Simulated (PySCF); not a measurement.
(E)-1-bromo-1-fluoroprop-1-ene (C₃H₄BrF), SMILES F/C(Br)=C\C.

Geometry: B3LYP-D3(BJ)/def2-SVP.

Two levels are set side by side: TDA-PBE/def2-SVPD (PySCF) and TDA-M06-2X/def2-SVPD (PySCF). Vertical, same geometry. The lowest singlet is HOMO→LUMO 99 % with PBE and HOMO→LUMO 83 % with the other functional; states are paired by order. Differences are taken from unrounded values.

```csv
quantity,TDA-M06-2X,TDA-PBE,TDA-PBE minus TDA-M06-2X
lowest singlet excitation (eV),5.48,4.99,-0.49
lowest triplet excitation (TDA) (eV),4.53,4.21,-0.32
first bright state (f over 0.05) (eV),7.13,6.39,-0.74
its oscillator strength,0.47,0.25,-0.22
```

A lower first singlet is the usual sign of a functional without exact exchange. Differences between two approximate levels are no errors against the true value.

Rough cost on one machine, each run with all the roots and properties that it gave: TDA-M06-2X against TDA-PBE about 6 times.
